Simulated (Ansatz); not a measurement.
`C[O][In]([F])[Br]` + H₂O → `[OH][In]([F])[Br]` + CH₃OH  (formal hydrolysis of the In–O bond)

Computed with Ansatz on PBE0-D4/def2-TZVP structures; ΔE is electronic, products minus reactants. CCSD(T)/CBS adds triple-zeta CCSD(T) − MP2 to the extrapolated MP2 energy (def2 sets, frozen cores). This one scheme is used for every species. DFT in def2-TZVPP. Elements past krypton have def2 core potentials. For Br, In outer-core shells are correlated without core-valence functions, which leaves a few kJ/mol of doubt a bond. Scalar relativity is left out up to krypton. One conformer a species, not always the lowest.

| level | ΔE (kJ/mol) | difference from CCSD(T)/CBS |
| --- | --- | --- |
| BLYP-D4 | -3.5 | -2.6 |
| PBE0-D4 | -5.8 | -4.9 |
| ωB97X-V | -6.0 | -5.1 |
| PBE-QIDH | -5.6 | -4.7 |
| r2SCANh | -6.1 | -5.2 |
| r2SCAN0 | -6.6 | -5.7 |
| BHLYP | -8.4 | -7.5 |
| CAM-B3LYP | -7.9 | -7.0 |
| LC-ωPBE | -8.1 | -7.2 |
| HF/def2-SVP | -7.1 | -6.2 |
| CCSD/def2-SVP | -4.9 | -4.0 |
| SCS-MP2/def2-TZVPP | -4.2 | -3.3 |
| CCSD/def2-TZVPP | -4.1 | -3.2 |
| HF/def2-QZVPP | -9.5 | -8.6 |
| HF/CBS(def2) | -9.4 | -8.5 |
| CCSD/CBS(def2) | -2.1 | -1.2 |
| CCSD(T)/CBS | -0.9 | 0 |

Largest T1 diagnostic among the species: 0.015.

Leaving LDA and LC-ωPBE aside and taking each functional with its dispersion term where it has one, the values, not all of them listed here, spread over 2.6 kJ/mol, from ωB97M-V to BLYP-D4. LDA lies +3.1 kJ/mol from PBE without D4. In def2-TZVPP, CCSD(T) changes the Hartree–Fock value by +7.2 kJ/mol (the triples alone add +1.2 kJ/mol) and MP2 by +7.6 kJ/mol.

CCSD(T)/CBS has its own doubt, a few kJ/mol and more with outer-core shells, so smaller differences from it don't rank the levels.
